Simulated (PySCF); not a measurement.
A structure optimised at B3LYP-D3(BJ)/def2-SVP, used in a PySCF frequency run:

```xyz
5

Zr     0.0000     0.0000     0.0000
F     -1.0993     1.0993    -1.0993
F      1.0993     1.0993     1.0993
F      1.0993    -1.0993    -1.0993
F     -1.0993    -1.0993     1.0993
```
Charge 0, spin multiplicity 1.

Task: Write its SMILES, formula and point group.

Result: [F][Zr]([F])([F])[F], F4Zr, Td

Task: What are its rotational constants (standard atomic weights)?

Result: 2.7518, 2.7518, 2.7518 GHz
